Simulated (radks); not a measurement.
Results of a calculation; reference values are marked as such.
The tin anion Sn- inside a hard spherical wall (all orbitals vanish at R), configuration held at [Kr] 4d10 5s2 5p3 and not refilled when levels cross. Level of theory: scalar-relativistic Kohn-Sham, PBE, spin-polarised, spherical densities, point nucleus; open shells are filled with parallel spins first (spin-orbit coupling, left out, can overturn this in heavy ions) (a radial shooting solver on a logarithmic mesh with Libxc functionals). Eigenvalues in eV for spin up, with the zero of energy where the potential of the charges vanishes at infinity; a dash marks a level that is unbound or too diffuse for the functional's potential to be trusted. A positive occupied level is held by the wall or, in an anion where self-interaction has pushed it up, behind a barrier. The pressure on the wall is -dE/dV.

R (bohr),E (hartree),kinetic (hartree),e(4p),e(4d),e(5s),e(5p),"e(6s, empty)","e(5d, empty)",pressure (GPa)
20,-6177.27887,6449.646,-83.573,-19.767,-5.319,0.927,1.907,2.517,0.000215
12,-6177.27636,6449.657,-83.270,-19.464,-5.051,1.161,3.250,4.590,0.0213
10,-6177.27130,6449.679,-82.928,-19.124,-4.769,1.424,4.287,5.698,0.104
6,-6177.15301,6450.160,-79.699,-15.949,-2.361,4.182,13.672,12.083,7.07
5,-6176.96205,6450.881,-76.898,-13.236,-0.165,7.018,22.874,17.283,29.3
4,-6176.35754,6453.006,-71.467,-8.065,4.941,13.716,43.823,28.499,156
1.5,-6110.61587,6655.478,55.605,128.70,296.12,336.09,751.12,393.87,188000
